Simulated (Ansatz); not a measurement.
`F[SiH](F)[SiH2]Cl` → `F[SiH2]F` + `[SiH]Cl` at 500 K and 1 bar (silylene formation by 1,1-elimination).

Isolated molecules relaxed with PBE0-D4/def2-TZVP in Ansatz; ΔE leaves out vibrations. CCSD(T)/CBS is the MP2 limit (def2-TZVPP, def2-QZVPP) plus CCSD(T) − MP2 in def2-TZVPP, frozen cores. This one scheme is used for every species. One conformer a species, not always the lowest.

| species | CCSD(T)/CBS energy (Eh) | H − E (kJ/mol) | S (J/(mol·K)) |
| --- | --- | --- | --- |
| `F[SiH](F)[SiH2]Cl` | -1239.50061 | 135.0 | 429.1 |
| `F[SiH2]F` | -489.99391 | 85.3 | 295.3 |
| `[SiH]Cl` | -749.43948 | 39.6 | 274.0 |

H − E and S are ideal-gas, rigid-rotor, harmonic terms from PBE0-D4/def2-TZVP, for one conformer and one mirror image of each species. 1 Eh = 2625.50 kJ/mol, R = 8.31446 J/(mol·K).

Problem. By hand: ΔE, ΔH, ΔS and ΔG.

Solution. ΔE = (-489.99391) + (-749.43948) − (-1239.50061) = 0.06722 Eh = 176.5 kJ/mol. Δ(H − E) = 85.3 + 39.6 − 135.0 = -10.1, so ΔH = 166.4 kJ/mol. ΔS = 295.3 + 274.0 − 429.1 = 140.2 J/(mol·K). ΔG = 166.4 − 500 × (140.2)/1000 = 96.3 kJ/mol.

Problem. By hand: the equilibrium constant, and the temperature at which ΔG would vanish if ΔH and ΔS stayed fixed.

Solution. log₁₀ K = −ΔG/(RT ln 10) = -10.1. ΔG = 0 at ΔH/ΔS = 1187 K.

The number of gas molecules changes by +1, which sets the sign of ΔS. A doubt of 5 kJ/mol in ΔE shifts log₁₀ K by 0.5 here. Other conformers and mirror images would add mixing entropy, several J/(mol·K) or more a flexible species. Modes under 60 cm⁻¹, often nearly free rotors, make the harmonic entropy too high. These are equilibria of isolated gas molecules and say nothing of rates. Largest T1 diagnostic: 0.013 (customary marks: 0.02 for closed shells, 0.045 for open ones).
